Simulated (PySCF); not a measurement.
Computed shifts of a molecule C₂H₈OSi₃, PBE/pcSseg-1 run with PySCF, GIAO, gas phase, atoms alike by connectivity averaged where their shifts nearly agree, in ppm (number of nuclei): ²⁹Si: 4.7 (1), -41.2 (1), -111.2 (1). ¹³C: 178.9 (1), 171.8 (1). ¹H: 8.03 (1), 7.80 (1), 6.03 (1), 5.10 (1), 3.90 (3), 1.53 (1). References: ¹⁷O against H2O (σ = 334.3 ppm); ²⁹Si against TMS (σ = 335.4 ppm); ¹³C against TMS (σ = 182.0 ppm); ¹H against TMS (σ = 31.49 ppm), references at their B3LYP-D3(BJ)/def2-TZVP geometries, non-relativistic. Geometry optimised at B3LYP-D3(BJ)/def2-SVP. The values are those of a single conformer.

Question: Pick the molecule that these values belong to.
A. C=C1[SiH2][SiH](O)[SiH2]1
B. O[Si@H]1C=C[Si@@H]1[SiH3]
C. O=C[Si@@H]1C[SiH2][SiH2]1
D. O=C1C[SiH2][SiH2][SiH2]1

Answer: B, O[Si@H]1C=C[Si@@H]1[SiH3]
